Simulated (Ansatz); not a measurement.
Born–Oppenheimer molecular dynamics of Cl3FTi (5 atoms, charge 0, multiplicity 1). It starts from a relaxed structure.

All numbers below come from RHF/def2-SVP in Ansatz 0.2.0.

```
ensemble                      : NVE (Milne-controlled integrator)
time step                     : 2 fs
steps asked                   : 150
starting velocities drawn for : 700 K
seed                          : 192615
```

First frame:

```xyz
5
Properties=species:S:1:pos:R:3
Ti 0.014 0.023 0.010
Cl 0.001 0.002 2.184
Cl 2.059 0.002 -0.726
Cl -1.027 1.784 -0.727
F -0.790 -1.370 -0.559
```

(1) How far do the bonds stretch over the last three quarters of this one trajectory? (Pairs bonded in most of those frames.)

Results:

(1) 
```json
{"bond": "Ti1–Cl2", "mean (Å)": "2.180", "spread (Å)": "0.011", "shortest": "2.16", "longest": "2.20"}
{"bond": "Ti1–Cl3", "mean (Å)": "2.174", "spread (Å)": "0.019", "shortest": "2.13", "longest": "2.21"}
{"bond": "Ti1–Cl4", "mean (Å)": "2.183", "spread (Å)": "0.012", "shortest": "2.15", "longest": "2.20"}
{"bond": "Ti1–F5", "mean (Å)": "1.708", "spread (Å)": "0.023", "shortest": "1.67", "longest": "1.74"}
```

Mean temperature of the second half: 343 K. The conserved energy stayed within 0.016 meV per atom of its start (net change -0.001 meV per atom), so the integration is sound. Over the second half the temperature averaged 0.49 of the 700 K drawn at the start: a run that starts near a minimum puts about half its kinetic energy into the potential. A run of 0.3 ps of so small a system gives no equilibrium averages.

The run took 3.6 min on 1 thread of AMD EPYC 9R45 96-Core Processor (Zen 5) (shared host), peak memory 0.24 GiB.
